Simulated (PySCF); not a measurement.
Species: C5H4F3P.
Bonds: C1–C2 (double), C2–P3, P3–C4, C4–C5 (double), C5–C6, C6–F7, C6–F8, C6–F9, P3–C5. Hydrogens: H10, H11 on C1; H12 on C2; H13 on C4.

The same species was optimised twice, with GFN2-xTB and with PBE0-D3(BJ)/def2-SVP (PySCF), and the same property calculations (PySCF, gas phase) were run on both structures.

```csv
coordinate,GFN2-xTB,PBE0-D3(BJ)/def2-SVP,change
P3–C5 (Å),1.847,1.830,-0.017
C6–F8 (Å),1.346,1.334,-0.012
C5–C6 (Å),1.472,1.483,+0.011
C1=C2 (Å),1.325,1.336,+0.011
C6–F9 (Å),1.342,1.332,-0.010
C6–F7 (Å),1.345,1.335,-0.010
P3–C4 (Å),1.851,1.843,-0.008
C4=C5 (Å),1.311,1.303,-0.008
C2–P3 (Å),1.827,1.829,+0.002
C2–P3–C5 (°),99.1,102.3,+3.2
C2–P3–C4 (°),99.5,102.7,+3.2
C5–C6–F7 (°),111.9,110.4,-1.5
C1–C2–P3 (°),121.8,120.3,-1.5
F7–C6–F8 (°),106.4,107.9,+1.5
F7–C6–F9 (°),106.6,107.8,+1.2
F8–C6–F9 (°),106.6,107.9,+1.3
C5–C6–F9 (°),112.4,111.2,-1.2
C1–C2–P3–C4 (°),-159,-157,+2
C4–C5–C6–F7 (°),-114,-114,0
```

Rotational constants: A = 2724, B = 786.9, C = 730.5 MHz (GFN2-xTB) against A = 2761, B = 785.2, C = 729.2 MHz (PBE0-D3(BJ)/def2-SVP). Point groups within 0.08 Å: C1 and C1.

On the GFN2-xTB structure: lowest singlet, TDDFT (eV) 4.62 [PBE0/def2-SVPD]; lowest triplet, Tamm–Dancoff (eV) 3.66 [PBE0/def2-SVPD]; isotropic polarisability (au) 85.9 [PBE0/def2-SVPD]; HOMO (eV) -7.48 [PBE0/def2-SVPD]; LUMO (eV) -1.58 [PBE0/def2-SVPD]; dipole (D) 2.69 [PBE0/def2-SVPD]; HOMO (eV) -7.50 [PBE0/pcSseg-1]; LUMO (eV) -1.52 [PBE0/pcSseg-1]; dipole (D) 2.62 [PBE0/pcSseg-1]; GIAO shielding of C1 (ppm) 49.2 [PBE0/pcSseg-1]; GIAO shielding of C2 (ppm) 25.4 [PBE0/pcSseg-1]; GIAO shielding of P3 (ppm) 494.2 [PBE0/pcSseg-1]; GIAO shielding of C4 (ppm) 45.4 [PBE0/pcSseg-1]; GIAO shielding of C5 (ppm) 47.8 [PBE0/pcSseg-1]; GIAO shielding of C6 (ppm) 53.8 [PBE0/pcSseg-1]; GIAO shielding of F7/F8/F9 (mean) (ppm) 244.7 [PBE0/pcSseg-1].

Task: What do these properties become on the PBE0-D3(BJ)/def2-SVP structure?

Result: 
| property | level | on GFN2-xTB | on PBE0-D3(BJ)/def2-SVP | change |
| --- | --- | --- | --- | --- |
| lowest singlet, TDDFT (eV) | PBE0/def2-SVPD | 4.62 | 4.53 | -0.09 |
| lowest triplet, Tamm–Dancoff (eV) | PBE0/def2-SVPD | 3.66 | 3.67 | +0.01 |
| isotropic polarisability (au) | PBE0/def2-SVPD | 85.9 | 86.4 | +0.5 |
| HOMO (eV) | PBE0/def2-SVPD | -7.48 | -7.32 | +0.16 |
| LUMO (eV) | PBE0/def2-SVPD | -1.58 | -1.48 | +0.10 |
| dipole (D) | PBE0/def2-SVPD | 2.69 | 2.43 | -0.26 |
| energy, GFN2-xTB geometry as zero (kcal/mol) | PBE0/def2-SVPD | 0.0 | -1.2 | -1.2 |
| HOMO (eV) | PBE0/pcSseg-1 | -7.50 | -7.33 | +0.17 |
| LUMO (eV) | PBE0/pcSseg-1 | -1.52 | -1.42 | +0.10 |
| dipole (D) | PBE0/pcSseg-1 | 2.62 | 2.36 | -0.26 |
| energy, GFN2-xTB geometry as zero (kcal/mol) | PBE0/pcSseg-1 | 0.0 | -1.0 | -1.0 |
| GIAO shielding of C1 (ppm) | PBE0/pcSseg-1 | 49.2 | 44.5 | -4.7 |
| GIAO shielding of C2 (ppm) | PBE0/pcSseg-1 | 25.4 | 25.6 | +0.2 |
| GIAO shielding of P3 (ppm) | PBE0/pcSseg-1 | 494.2 | 493.4 | -0.8 |
| GIAO shielding of C4 (ppm) | PBE0/pcSseg-1 | 45.4 | 48.3 | +2.9 |
| GIAO shielding of C5 (ppm) | PBE0/pcSseg-1 | 47.8 | 48.9 | +1.1 |
| GIAO shielding of C6 (ppm) | PBE0/pcSseg-1 | 53.8 | 56.7 | +2.9 |
| GIAO shielding of F7/F8/F9 (mean) (ppm) | PBE0/pcSseg-1 | 244.7 | 252.9 | +8.2 |

The heavy atoms differ by 0.032 Å rms after alignment. Among bonds between heavy atoms P3–C5 changes most (-0.017 Å). Changes are differences of the printed values. Neither structure is proved a minimum here.

Shape of the structure used: `[CH2:1]=[CH:2][P:3]1[CH:4]=[C:5]1[C:6]([F:7])([F:8])[F:9]`: C1–C2–P3–C4 -157°, C4–C5–C6–F7 -114°.
